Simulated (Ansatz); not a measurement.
The cluster Sn₅⁻. Charge -1, multiplicity 2. Geometry PBE-D4/def2-SVPD; atoms count from 1.

```xyz
5

Sn   -1.287    0.546   -0.976
Sn    0.879   -1.097   -1.905
Sn    1.548    1.039    0.156
Sn   -0.147   -1.627    0.904
Sn   -0.994    1.139    1.821
```

In the def2 sets Sn takes a core potential; there is no spin–orbit coupling. The structure comes from a short search, and lower isomers may exist.

(1) Estimate the Mulliken populations from the PBE0/def2-TZVPD orbitals of Ansatz.

(2) Where does the spin sit?

(3) And the Mayer bond orders between bonded heavy atoms (over 0.3)?

## Answers

(1) 
```tsv
atom	charge (e)	spin (α − β)
Sn1	-0.22	0.18
Sn2	-0.21	-0.05
Sn3	-0.18	0.47
Sn4	-0.18	0.46
Sn5	-0.21	-0.05
```
Mulliken values and Mayer orders depend strongly on the basis. With diffuse functions, as here, like atoms can get unlike values, and bond orders can come out too low or too high.

(2) Summed by element: Sn 1.00, of 1 unpaired in all. Largest on single atoms: Sn3 0.47, Sn4 0.46, Sn1 0.18.

(3) Sn1–Sn2 0.81 (2.87 Å); Sn1–Sn3 0.66 (3.09 Å); Sn1–Sn4 0.66 (3.09 Å); Sn1–Sn5 0.81 (2.87 Å); Sn2–Sn3 0.71 (3.04 Å); Sn2–Sn4 0.71 (3.04 Å); Sn3–Sn4 0.48 (3.25 Å); Sn3–Sn5 0.71 (3.04 Å); Sn4–Sn5 0.72 (3.04 Å). Values over 0.3 also appear between atoms too far apart for a bond (Sn2–Sn5 0.40 at 4.73 Å); they arise where an orbital or an unpaired electron spreads over both atoms.
